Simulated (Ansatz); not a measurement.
Single points on the cluster Be₃Te₂.

```yaml
crystal:
  periodic: [false, false, false]
  atoms:
    - {symbol: Be, position_ang: [1.290151, 0.109032, -0.337501]}
    - {symbol: Be, position_ang: [-0.736245, -1.005410, -0.487296]}
    - {symbol: Be, position_ang: [-0.553834, 0.896319, 0.824740]}
    - {symbol: Te, position_ang: [-0.492752, 1.101280, -1.527667]}
    - {symbol: Te, position_ang: [0.492680, -1.101221, 1.527743]}
basis:
  gaussian: {orbitals: def2-TZVP, initial_orbitals: start.molden}
magnetization: {spin_polarized: true, initial_magnetization: 2}
hamiltonian: {xc: pbe, dispersion: d4}
scf: {omitted_lower_state_checks: [starts]}
output: {orbitals: {seedname: orbitals}}
```

The file start.molden holds the orbitals of an earlier run on this structure, at another level or in another basis.

```sh
$ ansatz run in.yaml --threads 4 --pin off --events-out ev --progress --plain --max-ram 3916MiB
```

Output, abridged:

```
Functional definition: PBE
  name "PBE"
  cite "Perdew, Burke & Ernzerhof, Phys. Rev. Lett. 77, 3865 (1996) doi:10.1103/PhysRevLett.77.3865"
  parent pbe
  parameter kappa = 0.804
  parameter beta = 0.06672455060314922
  exchange = pbe_x(kappa = kappa, mu = beta*pi^2/3)
  correlation = pbe_c(beta = beta)
these checks for a lower state are left out or cut short: starts
1195 factors; their error is unknown
mean field evaluation 1: about -15788.8710 eV, gradient 5.0e0 eV
mean field evaluation 2: about -15788.9497 eV, gradient 1.3e-1 eV
mean field evaluation 4: about -15788.7047 eV, gradient 3.8e-3 eV
mean field evaluation 8: about -15788.7047 eV, gradient 7.2e-5 eV
mean field evaluation 16: about -15788.7047 eV, gradient 3.9e-6 eV
mean field -15788.70470223 eV, -580.2241958385 hartree, gradient 3.5e-6 eV, S^2 2.026627; 0 other end points of the search recorded, 0 dependent functions left out
reference -15788.70474516 eV, -580.2241974162 hartree; 31, 29 occupied and 126, 128 virtual orbitals, 1195 factors
Total energy: -15788.93261133 eV, -580.2325713433 hartree
Checks for a lower state left out: starts
```

Run time 5.5 s (4 threads of Arm Neoverse V2 on a shared host).

As the first input, with `gaussian: {orbitals: def2-TZVP}`, `hamiltonian: {xc: pbe0, dispersion: d4}` (abridged; 11 s):

```
Functional definition: PBE0
mean field evaluation 16: about -15790.0401 eV, gradient 5.6e-2 eV
mean field evaluation 32: about -15790.0400 eV, gradient 1.8e-5 eV
mean field -15790.04003869 eV, -580.2732685482 hartree, gradient 5.4e-6 eV, S^2 2.039933
Total energy: -15790.23380487 eV, -580.2803893239 hartree
Checks for a lower state left out: starts
```

First input, but with `hamiltonian: {xc: r2scan, dispersion: d4}` (abridged; 18 s):

```
Functional definition: r2SCAN
mean field evaluation 16: about -15796.6524 eV, gradient 9.6e-6 eV
mean field -15796.65235255 eV, -580.5162666006 hartree, gradient 9.6e-6 eV, S^2 2.054822
Total energy: -15796.69501536 eV, -580.5178344299 hartree
Checks for a lower state left out: starts
```

Geometry: PBE-D4/def2-SVP, that of the charge +1 doublet.

In the def2 sets Te takes a core potential; there is no spin–orbit coupling. The order of the spin states hangs on the level: the singlet lies 0.07 eV below the triplet at PBE0-D4/def2-TZVP, but 0.13 eV above it at r2SCAN-D4/def2-TZVP. The structure comes from a short search, and lower isomers may exist.
